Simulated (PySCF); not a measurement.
**Ionisation energy of Kr¹⁸⁺ by level of theory**

Kr¹⁸⁺ [Ar] (1S) → Kr¹⁹⁺ [Ne] 3s2 3p5 (2P), as a difference of total energies. All numbers are calculated (PySCF 2.14, no relativity, point nucleus, in an uncontracted even-tempered set (17 s from 1.7 bohr⁻², ratio 2.5; 11 p from 2.2 bohr⁻², ratio 2.5; 5 d from 12 bohr⁻², ratio 2.7; 4 f from 18 bohr⁻², ratio 2.7)). Correlated levels: outer shells: 1s2 frozen; virtual orbitals above 40 to 60 times the deepest correlated orbital energy dropped. The calculations carry no spin-orbit coupling.

| method | ionisation energy (eV) |
| --- | --- |
| UHF | 783.62 |
| MP2 (outer shells) | 784.56 |
| SCS-MP2 (outer shells) | 784.42 |
| CCSD (outer shells) | 784.42 |
| CCSD(T) (outer shells) | 784.42 |

Q: How much does correlation contribute at CCSD(T) (outer shells)?

A: 784.42 − (783.62) = 0.80 eV, measured against UHF.

A first-order spin-orbit estimate (lowest level to lowest level, LS coupling) adds -3.192 eV.

All relativistic terms are absent from these numbers, so their closeness to the reference says little about the methods.

For comparison: 785.32 eV (semi-empirical (NIST evaluation); NIST Atomic Spectra Database, ionization energies).
